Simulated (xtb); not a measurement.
H₃Al, triplet, from a rough starting geometry (GFN-xTB shapes and energies of metal compounds can be far from the true ones) (a higher spin typed on purpose: for a closed-shell molecule this is an excited state); GFN2-xTB in xtb.

Here is a job for xtb.
```
$ xtb mol.xyz --gfn 2 --uhf 2 --opt vtight --json

# file mol.xyz
4

Al    -0.01389235     0.01022084     0.01851255
H      0.66137402    -0.51668069     1.34144971
H     -0.27101558     1.48825029    -0.27122800
H     -0.33929409    -1.06593844    -1.04653834
```

**Question.** Write the output that xtb gives for this input, abridged.

**Answer.** 
```
   ID    Z sym.   atoms
    1   13 Al     1
    2    1 H      2-4

           -------------------------------------------------
          |                Calculation Setup                |
           -------------------------------------------------

           -------------------------------------------------
          |                 G F N 2 - x T B                 |
           -------------------------------------------------

          ...................................................
          :                      SETUP                      :
          :.................................................:
          :  # basis functions                  13          :
          :  # atomic orbitals                  12          :
          :  # shells                            6          :
          :  # electrons                         6          :
          :  max. iterations                   250          :
          :  Hamiltonian                  GFN2-xTB          :
          :  restarted?                      false          :
          :  GBSA solvation                  false          :
          :  PC potential                    false          :
          :  electronic temp.          300.0000000     K    :
          :  accuracy                    1.0000000          :
          :  -> integral cutoff          0.2500000E+02      :
          :  -> integral neglect         0.1000000E-07      :
          :  -> SCF convergence          0.1000000E-05 Eh   :
          :  -> wf. convergence          0.1000000E-03 e    :
          :  Broyden damping             0.4000000          :
          :  net charge                          0          :
          :  unpaired electrons                  2          :
          ...................................................

 iter      E             dE          RMSdq      gap      omega  full diag
   1     -2.3646311 -0.236463E+01  0.104E+01    0.65       0.0  T
   2     -2.3332329  0.313983E-01  0.896E+00    0.57       1.0  T
   3     -2.2918969  0.413360E-01  0.126E+01    1.56       1.0  T
   4     -2.3215481 -0.296513E-01  0.101E+01    0.65       1.0  T
   5     -2.3216440 -0.959081E-04  0.982E+00    0.28       1.0  T
   6     -2.2892675  0.323765E-01  0.128E+01    1.32       1.0  T
   7     -2.2857451  0.352245E-02  0.129E+01    1.59       1.0  T
   8     -2.2850636  0.681465E-03  0.130E+01    1.63       1.0  T
   9     -2.2840380  0.102564E-02  0.131E+01    1.79       1.0  T
  10     -2.2897835 -0.574558E-02  0.126E+01    1.98       1.0  T
  11     -2.3116111 -0.218276E-01  0.110E+01    1.22       1.0  T
  12     -2.3115012  0.109915E-03  0.111E+01    1.22       1.0  T
  13     -2.3198941 -0.839295E-02  0.104E+01    1.07       1.0  T
  14     -2.4026968 -0.828027E-01  0.415E+00    0.52       1.0  T
  15     -2.3451262  0.575706E-01  0.880E+00    0.75       1.0  T
  16     -2.4071647 -0.620385E-01  0.337E+00    0.50       1.0  T
  17     -2.3834258  0.237389E-01  0.581E+00    0.52       1.0  T
  18     -2.4033201 -0.198943E-01  0.358E+00    0.46       1.0  T
  19     -2.3827565  0.205636E-01  0.587E+00    0.54       1.0  T
  20     -2.3866595 -0.390303E-02  0.605E+00    0.47       1.0  T
  21     -2.3744171  0.122424E-01  0.699E+00    0.67       1.0  T
  22     -2.3509576  0.234595E-01  0.958E+00    0.66       1.0  T
  23     -2.4148995 -0.639419E-01  0.380E+00    0.54       1.0  T
  24     -2.3905464  0.243530E-01  0.512E+00    0.56       1.0  T
  25     -2.4154845 -0.249381E-01  0.202E+00    0.50       1.0  T
  26     -2.4068330  0.865144E-02  0.316E+00    0.49       1.0  T
  27     -2.4066069  0.226119E-03  0.311E+00    0.48       1.0  T
  28     -2.4151196 -0.851264E-02  0.803E-01    0.44       1.0  T
  29     -2.4156464 -0.526808E-03  0.262E-01    0.44       1.0  T
  30     -2.4156135  0.328619E-04  0.314E-01    0.44       1.0  T
  31     -2.4157072 -0.937177E-04  0.698E-02    0.44       1.0  T
  32     -2.4156772  0.299720E-04  0.181E-01    0.44       1.0  T
[...]
 * total energy  :    -2.4383310 Eh     change       -0.4454458E-02 Eh
 * total energy  :    -2.4312481 Eh     change        0.7082898E-02 Eh
 * total energy  :    -2.4393796 Eh     change       -0.8131478E-02 Eh
 * total energy  :    -2.4395657 Eh     change       -0.1861141E-03 Eh
 * total energy  :    -2.4397827 Eh     change       -0.2169221E-03 Eh
 * total energy  :    -2.4398954 Eh     change       -0.1127314E-03 Eh
 * total energy  :    -2.4400047 Eh     change       -0.1093017E-03 Eh
 * total energy  :    -2.4400208 Eh     change       -0.1607228E-04 Eh
 * total energy  :    -2.4400261 Eh     change       -0.5305038E-05 Eh
 * total energy  :    -2.4400283 Eh     change       -0.2247811E-05 Eh
 * total energy  :    -2.4400289 Eh     change       -0.6116491E-06 Eh
 * total energy  :    -2.4400290 Eh     change       -0.4162132E-07 Eh
   *** GEOMETRY OPTIMIZATION CONVERGED AFTER 22 ITERATIONS ***
         :: total energy              -2.440028964534 Eh    ::
[...]
         :: SCC energy                -2.448230589121 Eh    ::
         :: -> isotropic ES            0.013611108313 Eh    ::
         :: -> anisotropic ES          0.003794954983 Eh    ::
         :: -> anisotropic XC         -0.004431389848 Eh    ::
         :: -> dispersion             -0.000812525661 Eh    ::
         :: repulsion energy           0.008201624587 Eh    ::
         :: add. restraining           0.000000000000 Eh    ::
         :: total charge               0.000000000000 e     ::
         :::::::::::::::::::::::::::::::::::::::::::::::::::::

           -------------------------------------------------
          |                Property Printout                |
           -------------------------------------------------

    * Orbital Energies and Occupations

         #    Occupation            Energy/Eh            Energy/eV
      -------------------------------------------------------------
         1        2.0000           -0.4946129             -13.4591
         2        2.0000           -0.4124487             -11.2233
         3        1.0000           -0.3699603             -10.0671
         4        1.0000           -0.2907927              -7.9129 (HOMO)
         5                         -0.2071963              -5.6381 (LUMO)
         6                         -0.1801119              -4.9011
         7                         -0.1494882              -4.0678
         8                         -0.1323021              -3.6001
         9                         -0.1262607              -3.4357
        10                          0.2051006               5.5811
        11                          0.6152936              16.7430
        12                          0.9718190              26.4445
      -------------------------------------------------------------
                  HL-Gap            0.0835964 Eh            2.2748 eV
             Fermi-level           -0.3200995 Eh           -8.7104 eV

     #   Z          covCN         q      C6AA      α(0)
     1  13 Al       2.431     0.228   101.430    20.887
     2   1 H        0.757    -0.012     3.388     2.902
     3   1 H        0.866    -0.172     8.952     4.686
     4   1 H        0.807    -0.044     4.019     3.149

 Mol. C6AA /au·bohr⁶  :        280.208405
 Mol. C8AA /au·bohr⁸  :      14780.249559
 Mol. α(0) /au        :         31.624271

Wiberg/Mayer (AO) data.
largest (>0.10) Wiberg bond orders for each atom

 ---------------------------------------------------------------------------
     #   Z sym  total        # sym  WBO       # sym  WBO       # sym  WBO
 ---------------------------------------------------------------------------
     1  13 Al   2.168 --     3 H    0.919     4 H    0.630     2 H    0.619
     2   1 H    0.857 --     1 Al   0.619     4 H    0.227
     3   1 H    0.960 --     1 Al   0.919
     4   1 H    0.886 --     1 Al   0.630     2 H    0.227
 ---------------------------------------------------------------------------

Topologies differ in total number of bonds
Writing topology from bond orders to xtbtopo.mol

molecular dipole:
                 x           y           z       tot (Debye)
 q only:        0.122      -0.208       0.417
   full:        0.116      -0.198       0.393       1.158
molecular quadrupole (traceless):
                xx          xy          yy          xz          yz          zz
 q only:        0.762       0.622      -1.333      -0.329       1.134       0.571
  q+dip:        0.091       0.234      -0.756       0.060       0.741       0.665
   full:        3.383       1.758      -3.225      -1.379       1.695      -0.158

optimized geometry written to: xtbopt.xyz

           -------------------------------------------------
          | TOTAL ENERGY               -2.440028964534 Eh   |
          | GRADIENT NORM               0.000069061250 Eh/α |
          | HOMO-LUMO GAP               2.274773585150 eV   |
           -------------------------------------------------

normal termination of xtb
```
